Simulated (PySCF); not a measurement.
Multinuclear NMR of C$_{3}$H$_{9}$F$_{3}$OSi$_{2}$

Molfile (atoms numbered from 1):
```
C3H9F3OSi2
     RDKit          3D

 18 17  0  0  0  0  0  0  0  0999 V2000
   -2.6046   -1.6614   -0.1074 F   0  0  0  0  0  0  0  0  0  0  0  0
   -1.2713   -1.6968   -0.3897 C   0  0  0  0  0  0  0  0  0  0  0  0
   -0.8744   -2.9496   -0.1161 F   0  0  0  0  0  0  0  0  0  0  0  0
   -0.5889   -0.8443    0.3956 O   0  0  0  0  0  0  0  0  0  0  0  0
   -0.6007    0.5333   -0.0438 C   0  0  1  0  0  0  0  0  0  0  0  0
   -0.4439    1.4998    1.6030 Si  0  0  0  0  0  4  0  0  0  0  0  0
    0.4986    0.7627   -1.0565 C   0  0  2  0  0  0  0  0  0  0  0  0
    0.0092    0.4995   -2.3440 F   0  0  0  0  0  0  0  0  0  0  0  0
    2.0066   -0.4054   -0.7798 Si  0  0  0  0  0  4  0  0  0  0  0  0
   -1.1687   -1.5236   -1.4755 H   0  0  0  0  0  0  0  0  0  0  0  0
   -1.5723    0.7471   -0.5064 H   0  0  0  0  0  0  0  0  0  0  0  0
    0.7203    0.9888    2.3180 H   0  0  0  0  0  0  0  0  0  0  0  0
   -1.6768    1.2680    2.3487 H   0  0  0  0  0  0  0  0  0  0  0  0
   -0.2867    2.9167    1.2649 H   0  0  0  0  0  0  0  0  0  0  0  0
    0.7688    1.8231   -1.0801 H   0  0  0  0  0  0  0  0  0  0  0  0
    3.0556    0.1175   -1.6559 H   0  0  0  0  0  0  0  0  0  0  0  0
    2.3849   -0.3171    0.6260 H   0  0  0  0  0  0  0  0  0  0  0  0
    1.6357   -1.7520   -1.1987 H   0  0  0  0  0  0  0  0  0  0  0  0
  1  2  1  0
  2  3  1  0
  2  4  1  0
  4  5  1  0
  5  6  1  0
  5  7  1  0
  7  8  1  0
  7  9  1  0
  2 10  1  0
  5 11  1  6
  6 12  1  0
  6 13  1  0
  6 14  1  0
  7 15  1  6
  9 16  1  0
  9 17  1  0
  9 18  1  0
M  END
```

[PySCF: shieldings: GIAO PBE0/pcSseg-1; structure optimised with GFN2-xTB; rapidly exchanging positions averaged; non-relativistic; one conformer; gas phase]

(1) What are the 19F shifts?

(2) What are the 29Si shifts?

(3) Predict the 17O NMR data.

Results:

(1) 
```csv
atoms,environment,σ (ppm),δ (ppm)
F3,fluorine of a CF2 group,272.7,-85.5
F1,fluorine of a CF2 group,273.7,-86.3
F8,fluorine on an sp3 carbon,384.9,-186.7
```

Shieldings were converted by a linear fit to measured shifts: 19F (scatter 6.0 ppm rms, 7.0 ppm with the 5 outliers that the fit left out vs CFCl3, solution or neat liquid, with a term for F on sp3 carbon). A few per cent of atoms miss by over 2 rms, more outside the fitted compound classes.

On a 500 MHz spectrometer 19F resonates near 470.5 MHz, so 1 ppm is 470.5 Hz.

(2) 
```tsv
atoms	environment	σ (ppm)	δ (ppm)
Si6	silicon bonded to C, 3 H	417.4	-63.1
Si9	silicon bonded to C, 3 H	425.8	-70.0
```

Shieldings were converted by a linear fit to measured shifts: 29Si: δ = 279.94 − 0.822σ (rms 8.9 ppm, 72 shifts, 25.8 ppm with the 6 outliers that the fit left out vs TMS, solution or neat liquid). Occasional misses reach two or three times the rms, and more in compound classes unlike the fitted ones.

On a 400 MHz spectrometer 29Si resonates near 79.5 MHz, so 1 ppm is 79.5 Hz.

(3) 
```json
{"atoms": "O4", "environment": "ether oxygen", "σ (ppm)": "211.7", "δ (ppm)": "73.8"}
```

Shieldings were converted by a linear fit to measured shifts: 17O (scatter 10.7 ppm rms, 12.2 ppm with the 3 outliers that the fit left out vs liquid water, solution or neat liquid). Occasional misses reach two or three times the rms, and more in compound classes unlike the fitted ones.

On a 300 MHz spectrometer 17O resonates near 40.7 MHz, so 1 ppm is 40.7 Hz.
